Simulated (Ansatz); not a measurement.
Correlation energies of `FC1([SiH3])C=C1` by basis set

Cartesian coordinates in Å:
```
F 1.619 -0.818 0.514
C 0.330 -0.281 0.319
Si 0.285 0.612 -1.334
C -0.397 0.078 1.546
C -0.766 -1.018 0.964
H 1.278 1.717 -1.350
H 0.589 -0.333 -2.439
H -1.081 1.168 -1.516
H -0.477 0.779 2.360
H -1.381 -1.902 0.937
```

The species carries charge 0 and has multiplicity 1. The geometry is a stationary point of PBE0-D4/def2-TZVP. Frozen core, restricted reference, Ansatz. CBS rows extrapolate triple and quadruple zeta; past MP2 they add the triple-zeta difference.

```json
{"basis": "def2-TZVPP", "HF (Eh)": "-504.87813", "MP2 corr.": "-0.84530", "CCSD corr.": "-0.87989", "(T)": "-0.03702", "CCSD(T) total": "-505.79504"}
{"basis": "def2-QZVPP", "HF (Eh)": "-504.89653", "MP2 corr.": "-0.90967", "CCSD corr.": "–", "(T)": "–", "CCSD(T) total": "–"}
{"basis": "CBS(def2)", "HF (Eh)": "-504.89907", "MP2 corr.": "-0.95736", "CCSD corr.": "-0.99194", "(T)": "as TZ", "CCSD(T) total": "-505.92803"}
```
